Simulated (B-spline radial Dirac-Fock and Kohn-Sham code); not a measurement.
## Binding energies of Nd⁵⁰⁺ at several levels of theory

System: neodymium as Nd⁵⁰⁺, configuration [He] 2s2 2p6.

The density-functional columns are spherical, spin-unpolarised Dirac-Kohn-Sham results without Breit or QED terms: −ε is minus the orbital energy of the initial state and ΔSCF the difference of two total energies. The reference in the last column comes from multi-electron Dirac-Fock with separately optimised hole states, Breit and Lamb-shift corrections added in first order. All numbers are from a B-spline atomic structure program, in eV; a selection of levels is shown. The Kohn-Sham columns are given as differences from the reference. For the 1s level of heavy atoms much of the gap between ΔSCF and the reference is the Breit and QED part, -171.1 eV here; for other levels the error of the functional can be larger.

| level | LDA −ε − DF | LDA ΔSCF − DF | Dirac-Fock |
| --- | --- | --- | --- |
| K | -304.9 | +168.3 | 47343.6 |
| L1 | -150.3 | -32.7 | 10632.2 |
| L2 | -112.5 | +28.6 | 10278.5 |
| L3 | -118.0 | +13.5 | 9742.3 |

For the outermost level NIST gives 9742 ± 4 eV (theoretical); the differences from it are LDA −ε -117.77, LDA ΔSCF +13.80, Dirac-Fock +0.26 eV.

Values without a named source are computed, but for edge energies of neutral atoms, which are taken from tables.
